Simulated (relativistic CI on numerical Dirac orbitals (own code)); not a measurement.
## V⁴⁺ in a cubic cluster: 2p photoemission with charge transfer

Computed with a charge-transfer multiplet model of a cubic metal-ligand cluster with up to 2 ligand holes, Slater and spin-orbit integrals from Dirac-Coulomb-Breit ions, Slater integrals scaled by 0.7. The ground state mixes d1 with configurations of k ligand holes L, whose averages lie at kΔ + k(k − 1)U_dd/2; a core hole lowers each added d electron by U_cd. 300 K, Lorentzian 0.6 eV and Gaussian 0.8 eV FWHM.

Atomic integrals in eV (Slater integrals scaled, ζ unscaled), ground: F2dd 7.050, F4dd 4.418, zeta_d 0.029; with the core hole: F2dd 7.050, F4dd 4.418, zeta_d 0.047, zeta_core 4.606, F2cd 5.240, G1cd 4.036, G3cd 2.295. Where a configuration has fewer than two d electrons, the dd integrals are those of d2.

Cluster parameters (eV): U_dd = 6.2, U_cd = 7, 10Dq = 0.85, 10Dq(ligand) = 1.3, V(eg) = 3.45, V(t2g) = -1.54, final-state hopping factor = 1.

```tsv
Case	n_d	d1	d2L	d3L2	S
Δ = 0.9 eV	1.88	0.29	0.54	0.17	0.50
Δ = 1.9 eV	1.81	0.33	0.53	0.14	0.50
Δ = 2.9 eV	1.75	0.37	0.51	0.12	0.50
```

Weights, n_d and S are thermal averages at 300 K. Binding energies count from the first peak over 30 % of the highest in each spectrum, which can be another peak from case to case. The parameters are a model scan and need not match a compound or its usual spin state. Peaks in eV (height, largest 100):
- Δ = 0.9 eV: 0.0 (100), 3.4 (8), 7.3 (32), 15.6 (8)
- Δ = 1.9 eV: 0.0 (100), 3.4 (8), 7.3 (33), 15.2 (9)
- Δ = 2.9 eV: 0.0 (100), 3.4 (8), 7.3 (33), 14.8 (9)

For the case Δ = 0.9 eV, Δ = 0.9 eV is smaller than U_dd = 6.2 eV, the charge-transfer side of the Zaanen-Sawatzky-Allen scheme. With the core hole the configuration with one ligand hole lies at Δ − U_cd = -6.1, -5.1, -4.1 eV from the one without, in the order of the table; where this is negative the screened configuration lies lower, though the effective hopping of about 7.1 eV (from the holes of the mixed ground state) mixes the two strongly wherever it is as large as the gap.

With at most 2 ligand holes the space is cut while the next configuration still counts, so covalency is underestimated, and a final configuration with one more ligand hole, which can lie low, is missing from the spectra.
